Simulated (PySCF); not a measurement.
# TDDFT excited states: C5H9O2P

Species: C5H9O2P.
SMILES: `O=[P@H](CC=C)C(=O)C`

Method: PySCF 2.14.0, density-fitted response routines, TDDFT PBE0/def2-SVPD, vertical, gas phase, core orbitals frozen in the response. Geometry: GFN2-xTB, one conformer, isolated molecule. Torsions of this conformer, `[CH2:1]=[CH:2][CH2:3][P@@H:4](=[O:5])[C:6]([CH3:7])=[O:8]`: C1–C2–C3–P4 -107°, C2–C3–P4–O5 -55°, C3–P4–C6–C7 -116°.

Task: List the vertical singlet excitations with oscillator strengths and describe the spectrum.

Result: 

```json
{"state": "S1", "E (eV)": "3.61", "E (hartree)": "0.1327", "f": "0.0016", "main configurations (H = HOMO, L = LUMO)": "H→L (91%)"}
{"state": "S2", "E (eV)": "4.96", "E (hartree)": "0.1822", "f": "0.0032", "main configurations (H = HOMO, L = LUMO)": "H-1→L (94%)"}
{"state": "S3", "E (eV)": "5.66", "E (hartree)": "0.2080", "f": "0.0022", "main configurations (H = HOMO, L = LUMO)": "H-2→L (94%)"}
{"state": "S4", "E (eV)": "5.78", "E (hartree)": "0.2123", "f": "0.019", "main configurations (H = HOMO, L = LUMO)": "H→L+1 (96%)"}
{"state": "S5", "E (eV)": "6.08", "E (hartree)": "0.2235", "f": "0.0009", "main configurations (H = HOMO, L = LUMO)": "H-3→L (90%)"}
{"state": "S6", "E (eV)": "6.49", "E (hartree)": "0.2385", "f": "0.068", "main configurations (H = HOMO, L = LUMO)": "H-1→L+1 (76%), H-2→L+1 (19%)"}
{"state": "S7", "E (eV)": "6.81", "E (hartree)": "0.2502", "f": "0.0056", "main configurations (H = HOMO, L = LUMO)": "H→L+2 (85%), H→L+3 (9%)"}
{"state": "S8", "E (eV)": "6.99", "E (hartree)": "0.2569", "f": "0.017", "main configurations (H = HOMO, L = LUMO)": "H→L+3 (78%), H→L+2 (10%)"}
```

Triplets, Tamm–Dancoff:

```tsv
state	E (eV)	λ (nm)	main configurations (H = HOMO, L = LUMO)
T1	3.01	411.6	H→L (88%)
T2	4.31	287.4	H-1→L+1 (53%), H-2→L+1 (19%), H→L+1 (16%)
T3	4.79	258.8	H-1→L (84%)
```

The lowest singlet lies at 3.61 eV (343 nm, ultraviolet) and is very weak; its leading configuration is HOMO→LUMO (91%). The strongest level in the table is S6 at 6.49 eV (191 nm, f = 0.068). Löwdin shares by element: HOMO oxygen 55%, carbon 12% or more, phosphorus 11% (atoms not listed hold the other 23%); LUMO carbon 44% or more, oxygen 31% or more, phosphorus 10%. Weighted by f, the mean energy of these states is 6.36 eV. The oscillator strengths of these states sum to 0.117; summed over the whole spectrum of an exact calculation they would give the number of electrons, 70 (Thomas–Reiche–Kuhn). The listed states span 3.38 eV, and the widest gap between neighbours is 1.35 eV (S1 to S2). No computed singlet lies in the visible range (380 to 750 nm); the lowest, at 343 nm, stands 0.35 eV above its violet end (3.26 eV); a Tamm–Dancoff triplet lies at 412 nm, without intensity as long as spin–orbit coupling is left out. Only the lowest 8 singlets were computed, as vertical energies without vibronic structure.

Hardware: Arm Neoverse V1, one thread, no GPU, shared host with 32 logical CPUs at a one-minute load of 12. Cost: 49 s, 0.91 GiB resident at most.
